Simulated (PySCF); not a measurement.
Species: C2H6N2Si.
Geometry (PBE0-D3(BJ)/def2-SVP, Å), atoms numbered from 1 in this order:
```xyz
11
C2H6N2Si angstrom
C      1.9765    1.7768    0.1578
C      1.0774    0.9892   -0.0763
Si    -0.2595   -0.2370   -0.4471
N      0.0062   -1.8448    0.1025
N     -1.6347    0.3866    0.3740
H      2.7722    2.4707    0.3634
H     -0.3152   -0.3543   -1.9373
H      0.1457   -2.0216    1.0913
H      0.5352   -2.4927   -0.4699
H     -1.7384    1.3848    0.5088
H     -2.5288   -0.0862    0.3153
```

Jobs on this species (11 atoms, 46 electrons) with PySCF (density fitting). Hardware of each: Arm Neoverse V1, one thread (shared host). Times come from a shared host and carry two figures at best. Peak memory is the resident size of the whole Python process, interpreter and libraries included.

```
                                                                 level and settings                                                          work  basis functions  SCF cycles  wall time  peak memory
delta-SCF UKS SCAN, def2-TZVP on the ionised atom, pcseg-1 elsewhere, spin-free X2C                                 ΔSCF core ionisation, 5 holes              123           ?          ?            ?
     delta-SCF UKS PBE, pcX-2 on the ionised atom, pcseg-1 elsewhere, spin-free X2C                                 ΔSCF core ionisation, 5 holes              146           ?          ?            ?
    delta-SCF UKS SCAN, pcX-1 on the ionised atom, pcseg-1 elsewhere, spin-free X2C                                 ΔSCF core ionisation, 5 holes              126           ?          ?            ?
    delta-SCF UKS SCAN, pcX-2 on the ionised atom, pcseg-1 elsewhere, spin-free X2C                                 ΔSCF core ionisation, 5 holes              146          83       25 s     0.50 GiB
    delta-SCF UKS PBE0, pcX-2 on the ionised atom, pcseg-1 elsewhere, spin-free X2C                                 ΔSCF core ionisation, 5 holes              146          74       28 s     0.60 GiB
   delta-SCF UKS B3LYP, pcX-2 on the ionised atom, pcseg-1 elsewhere, spin-free X2C                                 ΔSCF core ionisation, 5 holes              146          76       28 s     0.60 GiB
 delta-SCF UKS SCAN, pcX-2 on the ionised atom, pcseg-1 elsewhere, non-relativistic                                 ΔSCF core ionisation, 5 holes              146          82       25 s     0.53 GiB
                                                 PBE0-D3(BJ)/def2-SVP, grid level 1  geometry optimisation from a GFN2-xTB start shaken at random              104         111       55 s     0.42 GiB
      delta-SCF UKS HF, pcX-2 on the ionised atom, pcseg-1 elsewhere, spin-free X2C                                 ΔSCF core ionisation, 5 holes              146          78       17 s     0.60 GiB
```

**Question.** Fill in the missing figures.

**Answer.** 
- delta-SCF UKS SCAN, def2-TZVP on the ionised atom, pcseg-1 elsewhere, spin-free X2C; ΔSCF core ionisation, 5 holes: 24 s, 0.53 GiB, 83 SCF cycles
- delta-SCF UKS PBE, pcX-2 on the ionised atom, pcseg-1 elsewhere, spin-free X2C; ΔSCF core ionisation, 5 holes: 16 s, 0.53 GiB, 82 SCF cycles
- delta-SCF UKS SCAN, pcX-1 on the ionised atom, pcseg-1 elsewhere, spin-free X2C; ΔSCF core ionisation, 5 holes: 21 s, 0.53 GiB, 83 SCF cycles

**Question.** What do all jobs in the table cost together?

**Answer.** About 4.0 min; the longest takes about 23 % of that, and about 3.4 times as long as the shortest.
